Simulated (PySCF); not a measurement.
Breaking a bond: HBr, singlet.

- UHF/def2-TZVP (PySCF)
- UHF/6-31G* = unrestricted Hartree-Fock/6-31G*, spherical d (PySCF)
- UCCSD(T) = CCSD(T) on UHF/def2-TZVP, 9 core orbitals frozen (PySCF)

Energies relative to the lowest point of each curve near equilibrium, in mEh:

| R / Å | UHF | UHF/6-31G* |
|---|---|---|
| 1.29 | 8.9 | 9.8 |
| 1.42 | 0.0 | 0.0 |
| 1.45 | 0.8 | 0.7 |
| 1.66 | 22.6 | 22.1 |
| 1.77 | 40.1 | 39.4 |
| 1.94 | 66.7 | 64.6 |
| 2.53 | 97.8 | 93.0 |
| 2.85 | 101.1 | 96.2 |
| 3.12 | 102.2 | 97.3 |
| 3.87 | 102.8 | 98.1 |
| 4.98 | 102.9 | 98.3 |
| 5.67 | 102.9 | 98.3 |

**Question.** Predict the corresponding UCCSD(T) column.

**Answer.** 1.29: 10.3; 1.42: 0.0; 1.45: 0.4; 1.66: 18.5; 1.77: 33.3; 1.94: 58.0; 2.53: 124.5; 2.85: 137.3; 3.12: 140.6; 3.87: 142.3; 4.98: 142.4; 5.67: 142.4 (mEh).

The unrestricted determinant behind UHF, UHF/6-31G*, UCCSD(T) is spin-contaminated at 1.94 to 5.67 Å (<S²> up to 1.0, against 0.00 for a pure singlet).
